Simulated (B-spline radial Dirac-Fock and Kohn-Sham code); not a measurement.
# The He atom: differential elastic cross section for electrons at 239 eV

Level of theory: relativistic (Dirac) partial waves in the static field of the Dirac-Fock atom with Furness-McCarthy exchange, without polarisation or absorption potentials; a B-spline atomic structure program. Below a few hundred eV the neglected polarisation potential matters, most of all at small angles.

| θ (°) | dσ/dΩ (Å²/sr) |
| --- | --- |
| 0 | 0.221 |
| 10 | 0.186 |
| 20 | 0.119 |
| 30 | 0.0663 |
| 40 | 0.0364 |
| 50 | 0.0208 |
| 60 | 0.0127 |
| 70 | 0.00826 |
| 80 | 0.00570 |
| 90 | 0.00415 |
| 100 | 0.00316 |
| 110 | 0.00251 |
| 120 | 0.00207 |
| 130 | 0.00177 |
| 140 | 0.00156 |
| 150 | 0.00141 |
| 160 | 0.00132 |
| 170 | 0.00127 |
| 180 | 0.00125 |

The total elastic cross section is 0.206 Å², the first transport cross section 0.0594 Å² and the second, weighted with (3/2) sin²θ, 0.108 Å². The mean deflection is ⟨1 − cos θ⟩ = 0.288, and 6.9 % of the collisions scatter beyond 90°.

Values without a named source are computed, but for edge energies of neutral atoms, which are taken from tables.
